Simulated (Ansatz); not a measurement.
Relaxation of AlH4OSe (7 atoms, charge 1, multiplicity 1), to a largest force component of 0.015 eV/Å in at most 40 steps.

Computed with RKS PBE-D4/def2-SVP (Ansatz).

```xyz
7
Properties=species:S:1:pos:R:3
O -0.804 -0.155 -1.748
Se 0.170 -1.039 -0.068
Al 0.725 0.459 1.713
H -1.681 -0.556 -1.890
H -0.272 -0.272 -2.558
H 2.043 1.221 1.557
H -0.384 0.729 2.731
```

Task: Where does it end, and by what steps?

Result: It converged. Limits of this set-up: the dipole of an ion depends on the origin. After 17 steps the energy has fallen by 0.981 eV; H6 moved furthest, 1.36 Å.

```csv
step,energy less start (eV),largest force component (eV/Å),accepted
0,0.0000,1.846,yes
1,-0.4152,0.788,yes
2,-0.4827,0.227,yes
3,-0.5187,0.399,yes
4,-0.5254,0.218,yes
5,-0.5281,0.035,yes
6,-0.5355,0.260,yes
7,-0.5696,0.420,yes
8,-0.6169,0.439,yes
9,-0.7042,0.251,yes
10,-0.7801,0.463,yes
11,-0.8661,0.404,yes
12,-0.9396,0.210,yes
13,-0.9742,0.146,yes
14,-0.9788,0.089,yes
15,-0.9796,0.096,yes
16,-0.9807,0.020,yes
17,-0.9807,0.010,yes
```

```xyz
7
Properties=species:S:1:pos:R:3
O -0.338 -0.178 -1.620
Se -0.616 -1.052 0.203
Al 0.451 0.593 1.565
H -1.208 -0.008 -2.055
H 0.176 -0.778 -2.212
H 1.076 1.856 0.850
H 0.256 -0.046 3.008
```

Whether the end is a true minimum wasn't checked by a vibrational analysis.

Run time: 48 s on 1 thread of Arm Neoverse V1, with other jobs on the host, peak memory 0.12 GiB.
